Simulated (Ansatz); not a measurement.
Input file for `[F][SnH2][I]`:

```yaml
crystal:
  periodic: [false, false, false]
  atoms:
    - {symbol: F, position_ang: [-0.963742, 0.032477, 1.587150]}
    - {symbol: Sn, position_ang: [-0.104466, 0.137475, -0.123933]}
    - {symbol: I, position_ang: [1.905615, -1.598712, -0.028846]}
    - {symbol: H, position_ang: [-1.274286, -0.369659, -1.244305]}
    - {symbol: H, position_ang: [0.486879, 1.724820, -0.231366]}
basis:
  gaussian: {orbitals: def2-SVP}
correlation: {method: ccsd_t}
```

```sh
$ ansatz run in.yaml --threads 2 --pin off --events-out ev --progress --plain
```

The program prints (abridged):

```
Functional definition: HF
904 factors; integrals over basis functions are off by at most 3.7e-4 eV
mean field evaluation 1: about -16612.3964 eV, gradient 3.1e1 eV
mean field evaluation 2: about -16612.4888 eV, gradient 3.1e1 eV
mean field evaluation 4: about -16614.5827 eV, gradient 1.7e0 eV
mean field evaluation 8: about -16614.6074 eV, gradient 1.5e-1 eV
mean field -16614.60753782 eV, -610.5755652296 hartree, gradient 3.5e-6 eV, S^2 0.000000; 0 other end points of the search recorded, 0 dependent functions left out
9 core orbitals not correlated: weight in the atoms' cores, before any rotation towards them, 1.000 or more for the frozen orbitals, at most 0.000 for the correlated occupied ones
reference -16614.60753782 eV, -610.5755652296 hartree; 20, 20 occupied and 47, 47 virtual orbitals, 904 factors
second order -11.34445974 eV of doubles, -0.00000000 eV of singles
cycle   1  -11.61553929 eV  change   -2.7e-1 eV  update   8.9e-2
cycle   2  -11.89463199 eV  change   -2.8e-1 eV  update   2.9e-2
cycle   3  -11.98004303 eV  change   -8.5e-2 eV  update   1.6e-2
cycle   4  -11.97840811 eV  change    1.6e-3 eV  update   3.3e-3
cycle   5  -11.97611635 eV  change    2.3e-3 eV  update   1.4e-3
cycle   6  -11.97609139 eV  change    2.5e-5 eV  update   4.2e-4
cycle   7  -11.97605698 eV  change    3.4e-5 eV  update   1.6e-4
cycle   8  -11.97601228 eV  change    4.5e-5 eV  update   4.6e-5
perturbative correction -0.24109483 eV, -0.0088600716 hartree
Total energy: -16626.82464493 eV, -611.0245356347 hartree
```

Hardware: 2 threads of a server CPU on a shared host. Wall time 4.4 s, peak host memory 0.25 GiB.

MP2 recovers 92.9 % of the CCSD(T) correlation energy and the triples give 2.0 %; T1 = 0.0095.
